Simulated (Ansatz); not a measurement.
Input for Ansatz (a first-principles code): R-RI-MP2/aug-cc-pVQZ on CH2OSe (a complex), monomers drawn apart or pushed together. Files ending in .json are basis or fitting sets from the Basis Set Exchange. The run froze 16 orbitals, filled d shells among them.

Ansatz 0.2 input:
```yaml
crystal:
  periodic: [false, false, false]
  atoms:
    - {symbol: C, position_ang: [0.63947630, 0.12382111, 0.21118088]}
    - {symbol: O, position_ang: [-0.32863329, 0.25683449, -0.34630877]}
    - {symbol: Se, position_ang: [-0.19572981, -0.73059036, 6.77947496]}
    - {symbol: H, position_ang: [0.82114094, 0.29828375, 6.51774043]}
    - {symbol: H, position_ang: [0.68150143, -1.77688370, 6.23461718]}
basis:
  gaussian:
    orbitals: aug-cc-pVQZ
    fitting: {mean_field: def2-universal-JKFIT, correlation: aug-cc-pVQZ-RIFIT.json}
magnetization: {spin_polarized: false}
correlation: {method: mp2, electrons: outside_noble_gas}
scf: {lower_state_search: off}
```

### Question
What total energy does the run end on?

### Answer
-2514.4100 hartree.
